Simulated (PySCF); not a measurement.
## Rh(OH)3: fields on a plane

Computed with PBE/[Rh def2-SVP with ECP28, O def2-SVP, H def2-SVP], scalar-relativistic core potentials, density fitting, no spin–orbit coupling, PySCF.

The singlet minimum has O–H 0.986 Å (×3), Rh–O 1.844 Å (×3); H–O–Rh 108.9° (×3), O–Rh–O 120.0° (×3).

The plane holds Rh1 at (0.00, 0.00), O2 at (1.84, 0.00), O3 at (-0.92, 1.60), O4 at (-0.92, -1.59) Å. Columns run from x = -2.85 to 4.05 Å, rows from y = 3.75 (top) to -3.45 Å, in steps of 0.3 Å. Other isomers or separated fragments may lie lower. Core electrons replaced by a potential are absent, the electrostatic potential uses the reduced nuclear charge, and values within about 0.7 Å of such atoms have no physical meaning.

Question: Give the electron localisation function (set to 0 where the density is under 0.005 e/Å³). Lower edges of the bins: '_' 0.000, '.' 0.089, ':' 0.177, '-' 0.266, '=' 0.354, '+' 0.443, '*' 0.532, '#' 0.620, '%' 0.709, '@' 0.797; top 0.89, each point printed twice.

Answer: 
```
________________________________________________
________________________________________________
______________..________________________________
________..::::----::..__________________________
______..--==******++--..________________________
____..--**%%@@@@%%##++--________________________
____::++%%@@##%%@@@@##==________________________
__..==##@@@@**::@@@@**--______......____________
__..==##@@@@----@@%%--..__..--====--::__________
__..==**%%@@@@@@##::..____::**####**--::________
____::++######--::====::..::%%@@@@%%**--..______
______::--::..::##%%@@##::--@@@@@@@@%%==..______
______________==%%____%%====@@....%%%%++::______
______________==%%____%%====@@....%%%%++::______
______::--::..::##%%%%##::--@@@@@@@@%%==..______
____::++####**--::====::__::%%@@@@%%**--..______
__..==##@@@@@@@@##::..____::**####**==::________
__..==##@@@@====@@%%--..__..--++++==::__________
__..==##@@@@....@@@@##--______......____________
__..--**@@@@%%@@@@@@##==________________________
____::==##@@@@@@@@%%**--________________________
______::==**######**==..________________________
________::--======--..__________________________
__________........______________________________
________________________________________________
```

Question: Give the electrostatic potential (V) (cut at 20 V). Lower edges of the bins (V): '_' -0.71, '.' -0.59, ':' -0.40, '-' -0.09, '=' 0.40, '+' 1.17, '*' 2.39, '#' 4.33, '%' 7.41, '@' 12.28; top 20.0, each point printed twice.

Answer: 
```
--------------::::::::::::::--------------------
----------::::::::::::::::::::::----------------
----::::::::::::::::::::::::::::::::------------
::::::::::------::....::::::::::::::::----------
::::::::--==++++==::..::::::::::::::::::--------
::::::--++##%%%%**==::::::::::::::::::::::------
::::::--##@@@@@@@@**==------::::::::::::::::----
::....==##@@@@@@@@##++======--::::::::::::::----
::....--##@@@@@@@@%%##****++--::......::::::----
::....::++%%@@@@@@@@@@%%##**++==----::::::::----
::::..::==**%%@@@@@@@@@@@@##**####**==--::::----
::::::--==**%%@@@@@@@@@@@@%%@@@@@@@@**==::::::--
::::----++##@@@@@@@@@@@@@@@@@@@@@@@@%%++--::::--
::::::--++##@@@@@@@@@@@@@@@@@@@@@@@@%%==--::::--
::::::--==**%%@@@@@@@@@@@@%%@@@@@@@@**==::::::--
::....::==**%%@@@@@@@@@@@@##**####**==::::::::--
::..__::++%%@@@@@@@@@@%%##**++==--::....::::::--
..____::##@@@@@@@@%%##****++--::..__....::::::--
....__--##@@@@@@@@##++====----::......::::::::--
::..__::**@@@@@@@@**--------::::::::::::::::::--
::....::==##%%%%**--....::::::::::::::::::::::--
::::....::--====::____..::::::::::::::::::::----
::::::..........______..::::::::::::::::::::----
::::::::::............::::::::::::::::::::------
::::::::::::::::::::::::::::::::::::::::--------
```
